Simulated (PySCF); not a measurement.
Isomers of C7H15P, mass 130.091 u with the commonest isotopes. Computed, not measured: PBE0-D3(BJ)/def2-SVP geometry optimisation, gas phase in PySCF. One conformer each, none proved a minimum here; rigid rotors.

Problem. Order these by rotational constant B, largest first.
A. `[CH3:1][P:2]1[CH2:3][CH2:4][CH2:5][CH2:6][CH2:7][CH2:8]1` with C1–P2–C3–C4 -175°, P2–C3–C4–C5 60°, C3–C4–C5–C6 -70°, C4–C5–C6–C7 93°
B. `[CH2:1]=[CH:2][PH:3][C:4]([CH3:5])([CH3:6])[CH2:7][CH3:8]` with C1–C2–P3–C4 -111°, C2–P3–C4–C5 51°, P3–C4–C7–C8 -175°
C. `[CH2:1]=[P:2]1([CH2:3][CH3:4])[CH2:5][CH2:6][CH2:7][CH2:8]1` with C1–P2–C3–C4 -59°, C1–P2–C5–C6 143°, P2–C5–C6–C7 -41°, C5–C6–C7–C8 47°, C6–C7–C8–P2 -30°

Solution. A (1414 MHz), C (1269 MHz), B (1041 MHz).

Problem. Order these by dipole moment, smallest first.
A. `[CH2:1]=[CH:2][PH:3][C:4]([CH3:5])([CH3:6])[CH2:7][CH3:8]` with C1–C2–P3–C4 -111°, C2–P3–C4–C5 51°, P3–C4–C7–C8 -175°
B. `[CH3:1][P:2]1[CH2:3][CH2:4][CH2:5][CH2:6][CH2:7][CH2:8]1` with C1–P2–C3–C4 -175°, P2–C3–C4–C5 60°, C3–C4–C5–C6 -70°, C4–C5–C6–C7 93°
C. `[CH2:1]=[P:2]1([CH2:3][CH3:4])[CH2:5][CH2:6][CH2:7][CH2:8]1` with C1–P2–C3–C4 -59°, C1–P2–C5–C6 143°, P2–C5–C6–C7 -41°, C5–C6–C7–C8 47°, C6–C7–C8–P2 -30°

Solution. B (1.16 D), A (1.28 D), C (2.99 D).

Problem. Order these by rotational constant C, largest first.
A. `[CH3:1][P:2]1[CH2:3][CH2:4][CH2:5][CH2:6][CH2:7][CH2:8]1` with C1–P2–C3–C4 -175°, P2–C3–C4–C5 60°, C3–C4–C5–C6 -70°, C4–C5–C6–C7 93°
B. `[CH2:1]=[CH:2][PH:3][C:4]([CH3:5])([CH3:6])[CH2:7][CH3:8]` with C1–C2–P3–C4 -111°, C2–P3–C4–C5 51°, P3–C4–C7–C8 -175°
C. `[CH2:1]=[P:2]1([CH2:3][CH3:4])[CH2:5][CH2:6][CH2:7][CH2:8]1` with C1–P2–C3–C4 -59°, C1–P2–C5–C6 143°, P2–C5–C6–C7 -41°, C5–C6–C7–C8 47°, C6–C7–C8–P2 -30°

Solution. C (1192 MHz), A (1021 MHz), B (957.2 MHz).

```
       SMILES  point group  Ia (u·Å²)  Ib (u·Å²)  Ic (u·Å²)      κ  μa (D)  μb (D)  μc (D)
C=CPC(C)(C)CC           C1     197.04     485.57     527.96  -0.90    0.54    0.73    0.91
C=P1(CC)CCCC1           C1     203.10     398.25     424.05  -0.88    1.67    2.41    0.60
   CP1CCCCCC1           C1     202.93     357.50     494.95  -0.47    0.12    0.13    1.15
```
